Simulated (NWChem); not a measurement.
Species: CH$_{3}$BF$_{2}$O; SMILES OCB(F)F

```xyz
8

O      0.1199    -1.9500     0.1295
C     -0.7210    -0.8435    -0.0637
B     -0.0206     0.5563     0.0120
F     -0.7108     1.6797     0.0337
F      1.2979     0.6567     0.0151
H      0.9586    -1.7728    -0.3081
H     -1.2773    -0.8887    -1.0285
H     -1.5150    -0.8744     0.7038
```
Atoms are numbered in this order, from 1.

STO-3G and 3-21G are far too small for this property and stand as cheap habits. Coordinates come from a PBE0/def2-SVP optimisation.

**Question.** Give the principal values of the shielding tensors (ppm) of O1, C2, B3, F4, F5 from Hartree-Fock/STO-3G, GIAO (NWChem), with their diamagnetic and paramagnetic parts as GIAO splits them.

**Answer.** 
```json
[
 {"atom": "O1", "σ11": "342.8", "σ22": "370.2", "σ33": "450.3", "isotropic": "387.7", "diamagnetic": "377.6", "paramagnetic": "10.2"},
 {"atom": "C2", "σ11": "182.4", "σ22": "195.1", "σ33": "239.5", "isotropic": "205.7", "diamagnetic": "248.0", "paramagnetic": "-42.3"},
 {"atom": "B3", "σ11": "88.5", "σ22": "106.5", "σ33": "130.7", "isotropic": "108.6", "diamagnetic": "202.3", "paramagnetic": "-93.8"},
 {"atom": "F4", "σ11": "217.4", "σ22": "304.5", "σ33": "601.2", "isotropic": "374.3", "diamagnetic": "454.9", "paramagnetic": "-80.6"},
 {"atom": "F5", "σ11": "206.8", "σ22": "311.3", "σ33": "607.4", "isotropic": "375.2", "diamagnetic": "455.0", "paramagnetic": "-79.9"}
]
```
